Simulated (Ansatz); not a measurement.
A nudged elastic band was laid between two geometries of CH8NPSi (12 atoms, charge 0, multiplicity 1).

All numbers below come from RKS revPBE-D4/6-31G* in Ansatz 0.2.0.

```
movable images  : 4
climbing image  : no
spring          : 5.0 eV/Å²
optimiser       : quadratic models (default)
start path      : IDPP
force threshold : 0.03 eV/Å
iteration limit : 60
end points      : relaxed
```

Image 0:

```xyz
12
Properties=species:S:1:pos:R:3
C -0.517 1.374 -0.657
N -0.079 -0.005 -0.370
Si 1.177 -0.286 0.827
P -1.248 -1.244 -0.756
H -1.028 1.409 -1.634
H -1.209 1.781 0.108
H 0.365 2.037 -0.706
H 1.813 -1.612 0.539
H 0.671 -0.321 2.247
H 2.184 0.822 0.713
H -0.334 -2.350 -0.830
H -1.719 -1.660 0.553
```

Image 5:

```xyz
12
Properties=species:S:1:pos:R:3
C -0.596 1.367 -0.606
N -0.161 -0.019 -0.344
Si 1.323 -0.309 0.550
P -1.440 -1.209 -0.366
H 0.275 1.973 -0.910
H -1.329 1.380 -1.432
H -1.063 1.853 0.274
H 1.818 -1.680 0.200
H 1.152 -0.255 2.048
H 2.324 0.735 0.148
H -0.614 -2.368 -0.570
H -1.612 -1.523 1.042
```

Task: Which bonds break or form, and what moves?

Result: No bond is made or broken. The dihedral H6–C1–N2–P4 goes from 78 to -42°. The two ends are copies of one structure, up to a mirror image or an exchange of like atoms.

Task: Give the energies along the band, and the barrier.

Result: It converged. The highest image is number 3 of 0 to 5, 3.0 kJ/mol above the ends, which have the same energy within 2 meV. No image climbed, so the highest image needn't sit at the top of the path.

```
image  path coordinate (Å)  energy (kJ/mol)  dihedral H6–C1–N2–P4 (°)
    0                 0.00              0.0                        78
    1                 0.87              2.2                        62
    2                 1.74              2.2                        48
    3                 2.61              3.0                        17
    4                 3.48              2.3                       -16
    5                 4.35              0.0                       -42
```

Task: What is the geometry of the highest image?

Result: 
```xyz
12
Properties=species:S:1:pos:R:3:forces:R:3
C -0.552 1.366 -0.714 0.01 -0.02 0.00
N -0.288 0.082 -0.037 -0.02 0.00 0.01
Si 1.294 -0.312 0.611 0.01 0.00 0.01
P -1.540 -1.122 -0.095 0.00 0.00 0.01
H -0.035 1.444 -1.690 -0.01 0.00 -0.01
H -1.635 1.472 -0.893 -0.01 0.01 0.00
H -0.228 2.211 -0.082 0.01 0.01 -0.01
H 1.896 -1.500 -0.088 0.01 0.01 0.00
H 1.203 -0.652 2.072 -0.01 -0.03 -0.01
H 2.186 0.882 0.432 0.00 0.01 0.00
H -0.846 -2.238 -0.703 0.00 0.00 0.00
H -1.378 -1.688 1.222 0.00 0.01 0.00
```

The run took 5.7 min on 1 thread of Intel(R) Xeon(R) Processor @ 2.50GHz (Skylake/Cascade Lake), with other jobs on the host, peak memory 0.14 GiB.
